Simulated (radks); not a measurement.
Species: Pb I. Configuration: [Hg] 6p2.

Calculated with a radial shooting solver on a logarithmic mesh with Libxc functionals: scalar-relativistic Kohn-Sham, PBE, spin-polarised, spherical densities, point nucleus; open shells are filled with parallel spins first (spin-orbit coupling, left out, can overturn this in heavy ions).

Energy parts (eV):
total: -568226.26
kinetic: 642492.15
electron-nucleus: -1418988.95
Hartree: 218785.42
exchange-correlation: -10514.88

Orbitals (lengths in bohr, moments of r in powers of bohr; <r^-3> diverges for s and p1/2; r(90%) holds 90 % of the orbital's charge):
orbital  occ.  eigenvalue (eV)  <r^-3>      <r>   <1/r>  r(90%)
1s up       1        -88138.47       -  0.01604   101.5  0.0294
1s down     1        -88138.45       -  0.01604   101.5  0.0294
2s up       1        -15764.18       -  0.06758   23.81   0.105
2s down     1        -15764.18       -  0.06758   23.81   0.105
2p up       3        -13519.07   29570  0.06144   20.91   0.100
2p down     3        -13519.06   29570  0.06144   20.91   0.100
3s up       1        -3784.115       -   0.1745   8.824   0.256
3s down     1        -3784.105       -   0.1745   8.824   0.256
3p up       3        -3140.528    6860   0.1765   7.979   0.264
3p down     3        -3140.518    6860   0.1765   7.979   0.264
3d up       5        -2484.918   832.6   0.1599   7.488   0.248
3d down     5        -2484.909   832.6   0.1599   7.488   0.248
4s up       1        -856.6441       -   0.3842   3.800   0.550
4s down     1        -856.6289       -   0.3842   3.800   0.550
4p up       3        -645.7846    1686   0.4100   3.414   0.594
4p down     3        -645.7679    1686   0.4100   3.414   0.594
4d up       5        -401.9456   181.0   0.4310   3.069   0.641
4d down     5        -401.9266   181.0   0.4310   3.069   0.641
5s up       1        -144.0299       -   0.8534   1.598    1.22
5s down     1        -143.9876       -   0.8534   1.597    1.22
4f up       7        -132.7468   36.70   0.4539   2.675   0.720
4f down     7        -132.7245   36.70   0.4539   2.675   0.720
5p up       3         -85.7034   312.8   0.9773   1.365    1.41
5p down     3         -85.6615   312.9   0.9768   1.365    1.41
5d up       5         -21.1212   21.00    1.310   1.004    2.00
5d down     5         -20.9242   21.26    1.300   1.011    1.97
6s up       1         -12.3909       -    2.325  0.5494    3.42
6s down     1         -11.3749       -    2.297  0.5583    3.39
6p up       2          -3.9379   19.77    3.330  0.3794    5.09
6p down     0          -2.7076   20.03    3.361  0.3786    5.17

The highest occupied level is 6p up at -3.938 eV. For comparison, the ionisation energy in NIST's Atomic Spectra Database is 7.417 eV (measured). In exact Kohn-Sham theory the highest level is minus the ionisation energy, but local and semilocal functionals leave it too shallow, through self-interaction and a potential that decays too fast; potentials with the right tail come closer.
